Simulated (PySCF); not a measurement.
Compound: C4H5F2PSi.
Atom-mapped SMILES: `[F:1][c:2]1[cH:3][pH:4][c:5]([F:6])[c:7]1[SiH3:8]` (hydrogens: H9 on C3; H10 on P4; H11, H12, H13 on Si8)

The same species was optimised twice, with GFN2-xTB and with PBE0-D3(BJ)/def2-SVP (PySCF), and the same property calculations (PySCF, gas phase) were run on both structures.

```
   coordinate  GFN2-xTB  PBE0-D3(BJ)/def2-SVP  change
    C5–F6 (Å)     1.339                 1.320  -0.019
    C2–C7 (Å)     1.444                 1.459  +0.015
    F1–C2 (Å)     1.342                 1.328  -0.014
   C7–Si8 (Å)     1.889                 1.876  -0.013
    C5–C7 (Å)     1.347                 1.354  +0.007
    P4–C5 (Å)     1.824                 1.831  +0.007
    C2–C3 (Å)     1.344                 1.351  +0.007
    C3–P4 (Å)     1.803                 1.803   0.000
C2–C7–Si8 (°)     122.8                 124.1    +1.3
C5–C7–Si8 (°)     128.3                 127.1    -1.2
 F1–C2–C7 (°)     118.9                 117.6    -1.3
 C3–P4–C5 (°)      87.6                  88.8    +1.2
 C2–C3–P4 (°)     110.3                 109.2    -1.1
 P4–C5–C7 (°)     114.7                 113.8    -0.9
 F6–C5–C7 (°)     124.2                 125.1    +0.9
 F1–C2–C3 (°)     123.2                 123.8    +0.6
```

Rotational constants: A = 1848, B = 1313, C = 779.1 MHz (GFN2-xTB) against A = 1841, B = 1317, C = 779.6 MHz (PBE0-D3(BJ)/def2-SVP).

On the GFN2-xTB structure: lowest singlet, TDDFT (eV) 4.67 [wB97X-D/def2-SVPD]; lowest triplet, Tamm–Dancoff (eV) 3.06 [wB97X-D/def2-SVPD]; isotropic polarisability (au) 95.8 [wB97X-D/def2-SVPD]; HOMO (eV) -8.77 [wB97X-D/def2-SVPD]; LUMO (eV) 0.20 [wB97X-D/def2-SVPD]; dipole (D) 0.77 [wB97X-D/def2-SVPD]; HOMO (eV) -6.94 [PBE0/pcSseg-1]; LUMO (eV) -1.49 [PBE0/pcSseg-1]; dipole (D) 0.84 [PBE0/pcSseg-1]; GIAO shielding of F1 (ppm) 264.4 [PBE0/pcSseg-1]; GIAO shielding of C2 (ppm) 12.7 [PBE0/pcSseg-1]; GIAO shielding of C3 (ppm) 91.8 [PBE0/pcSseg-1]; GIAO shielding of P4 (ppm) 410.7 [PBE0/pcSseg-1]; GIAO shielding of C5 (ppm) -10.2 [PBE0/pcSseg-1]; GIAO shielding of F6 (ppm) 259.4 [PBE0/pcSseg-1]; GIAO shielding of C7 (ppm) 64.4 [PBE0/pcSseg-1]; GIAO shielding of Si8 (ppm) 442.5 [PBE0/pcSseg-1].

Question: What do these properties become on the PBE0-D3(BJ)/def2-SVP structure?

Answer: 
```tsv
property	level	on GFN2-xTB	on PBE0-D3(BJ)/def2-SVP	change
lowest singlet, TDDFT (eV)	wB97X-D/def2-SVPD	4.67	4.65	-0.02
lowest triplet, Tamm–Dancoff (eV)	wB97X-D/def2-SVPD	3.06	3.07	+0.01
isotropic polarisability (au)	wB97X-D/def2-SVPD	95.8	97.8	+2.0
HOMO (eV)	wB97X-D/def2-SVPD	-8.77	-8.80	-0.03
LUMO (eV)	wB97X-D/def2-SVPD	0.20	0.13	-0.07
dipole (D)	wB97X-D/def2-SVPD	0.77	1.01	+0.24
energy, GFN2-xTB geometry as zero (kcal/mol)	wB97X-D/def2-SVPD	0.0	-1.5	-1.5
HOMO (eV)	PBE0/pcSseg-1	-6.94	-6.98	-0.04
LUMO (eV)	PBE0/pcSseg-1	-1.49	-1.57	-0.08
dipole (D)	PBE0/pcSseg-1	0.84	1.09	+0.25
energy, GFN2-xTB geometry as zero (kcal/mol)	PBE0/pcSseg-1	0.0	-1.4	-1.4
GIAO shielding of F1 (ppm)	PBE0/pcSseg-1	264.4	263.1	-1.3
GIAO shielding of C2 (ppm)	PBE0/pcSseg-1	12.7	12.6	-0.1
GIAO shielding of C3 (ppm)	PBE0/pcSseg-1	91.8	93.0	+1.2
GIAO shielding of P4 (ppm)	PBE0/pcSseg-1	410.7	393.1	-17.6
GIAO shielding of C5 (ppm)	PBE0/pcSseg-1	-10.2	-12.2	-2.0
GIAO shielding of F6 (ppm)	PBE0/pcSseg-1	259.4	258.6	-0.8
GIAO shielding of C7 (ppm)	PBE0/pcSseg-1	64.4	65.7	+1.3
GIAO shielding of Si8 (ppm)	PBE0/pcSseg-1	442.5	441.8	-0.7
```

The heavy atoms differ by 0.024 Å rms after alignment. Among bonds between heavy atoms C5–F6 changes most (-0.019 Å). Changes are differences of the printed values. Neither structure is proved a minimum here.

The pairwise dispersion term of wB97X-D wasn't added to the energies; at a given geometry it leaves orbitals and properties as they are.
